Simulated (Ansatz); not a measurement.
A search over several starts for the lowest SCF solution of CuN3H9²⁺, that is [Cu(NH3)3]+ with one electron fewer at the given spin, in a small basis.

```yaml
crystal:
  periodic: [false, false, false]
  atoms:
    - {symbol: Cu, position_ang: [-0.004436, -0.002600, -0.002865]}
    - {symbol: N, position_ang: [2.036943, -0.008124, -0.013055]}
    - {symbol: H, position_ang: [2.465365, -0.945138, -0.049646]}
    - {symbol: H, position_ang: [2.443105, 0.441592, 0.821943]}
    - {symbol: H, position_ang: [2.437735, 0.503116, -0.814473]}
    - {symbol: N, position_ang: [-1.008531, 1.773599, -0.002717]}
    - {symbol: H, position_ang: [-1.585944, 1.907019, 0.841812]}
    - {symbol: H, position_ang: [-1.664920, 1.865633, -0.793245]}
    - {symbol: H, position_ang: [-0.407174, 2.609531, -0.052844]}
    - {symbol: N, position_ang: [-1.028854, -1.765784, 0.013236]}
    - {symbol: H, position_ang: [-2.054968, -1.668316, -0.009173]}
    - {symbol: H, position_ang: [-0.830367, -2.337249, 0.848971]}
    - {symbol: H, position_ang: [-0.797943, -2.373299, -0.787953]}
basis:
  gaussian: {orbitals: def2-SVP}
total_charge: 2
magnetization: {spin_polarized: true, initial_magnetization: 1}
hamiltonian: {xc: pbe0, dispersion: d4}
output: {orbitals: {seedname: orbitals}}
```

```sh
$ ansatz run in.yaml --threads 4 --pin off --events-out ev --progress --plain --max-ram 3916MiB
```

Output, abridged:

```
Functional definition: PBE0
1246 factors; integrals over basis functions are off by at most 1.2e-3 eV
mean field evaluation 1: about -49184.7643 eV, gradient 9.7e1 eV
mean field evaluation 2: about -48180.7866 eV, gradient 2.7e2 eV
mean field evaluation 4: about -49207.1988 eV, gradient 5.5e1 eV
mean field evaluation 8: about -49220.1092 eV, gradient 5.3e0 eV
mean field evaluation 16: about -49220.5204 eV, gradient 1.5e-2 eV
mean field evaluation 32: about -49220.5210 eV, gradient 4.4e-3 eV
mean field evaluation 64: about -49220.5200 eV, gradient 2.4e-2 eV
mean field -49220.52101875 eV, -1808.8207845718 hartree, gradient 3.4e-6 eV, S^2 0.752074; 6 other end points of the search recorded, 0 dependent functions left out
reference -49220.52107129 eV, -1808.8207865024 hartree; 29, 28 occupied and 89, 90 virtual orbitals, 1246 factors
Total energy: -49220.65729636 eV, -1808.8257926814 hartree
```

Run time 13 s (4 threads of Arm Neoverse V1 on a shared host).
